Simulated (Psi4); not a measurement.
Cl2Sr (SMILES [Cl][Sr][Cl]), singlet, at a GFN2-xTB geometry (such geometries of metal compounds can be far from the true shape) (all electrons, no relativity). Base run: B3LYP/STO-3G (Psi4).

Here is a job for Psi4.
```
memory 2 GB

molecule mol {
0 1
Sr    0.291224   -0.610948    0.120886
Cl    1.080314    1.073658   -1.546550
Cl   -1.731286    0.291991    1.276334
}

set {
  basis sto-3g
  reference rks
  scf_type pk
}

energy('b3lyp')
print_variables()
```

Each row names what was changed in the base input (with any setting that the change needs).

```json
[
 {"change": "base", "ΔE vs base (mEh)": "0.000", "SCF cycles": "6", "grid points": "59484", "basis functions": "40"},
 {"change": "dft_radial_scheme = becke", "ΔE vs base (mEh)": "0.076", "SCF cycles": "6", "grid points": "52907", "basis functions": "40"},
 {"change": "dft_pruning_scheme = robust", "ΔE vs base (mEh)": "0.000", "SCF cycles": "6", "grid points": "46048", "basis functions": "40"},
 {"change": "level_shift = 0.3", "ΔE vs base (mEh)": "0.000", "SCF cycles": "6", "grid points": "59484", "basis functions": "40"},
 {"change": "dft_spherical_points = 590", "ΔE vs base (mEh)": "0.029", "SCF cycles": "6", "grid points": "116263", "basis functions": "40"},
 {"change": "d_convergence = 1e-4", "ΔE vs base (mEh)": "0.000", "SCF cycles": "6", "grid points": "59484", "basis functions": "40"},
 {"change": "dft_radial_points = 35", "ΔE vs base (mEh)": "…", "SCF cycles": "6", "grid points": "28094", "basis functions": "40"},
 {"change": "damping_percentage = 50", "ΔE vs base (mEh)": "0.003", "SCF cycles": "51", "grid points": "59484", "basis functions": "40"},
 {"change": "guess = core", "ΔE vs base (mEh)": "0.000", "SCF cycles": "7", "grid points": "59484", "basis functions": "40"},
 {"change": "guess = gwh", "ΔE vs base (mEh)": "0.000", "SCF cycles": "9", "grid points": "59484", "basis functions": "40"},
 {"change": "soscf = true", "ΔE vs base (mEh)": "0.000", "SCF cycles": "5", "grid points": "59484", "basis functions": "40"},
 {"change": "dft_spherical_points = 194", "ΔE vs base (mEh)": "0.317", "SCF cycles": "6", "grid points": "38487", "basis functions": "40"},
 {"change": "puream = true", "ΔE vs base (mEh)": "0.000", "SCF cycles": "6", "grid points": "59484", "basis functions": "40"}
]
```

**Question.** What belongs in the gaps?

**Answer.** 
- dft_radial_points = 35, ΔE vs base (mEh): 301.2
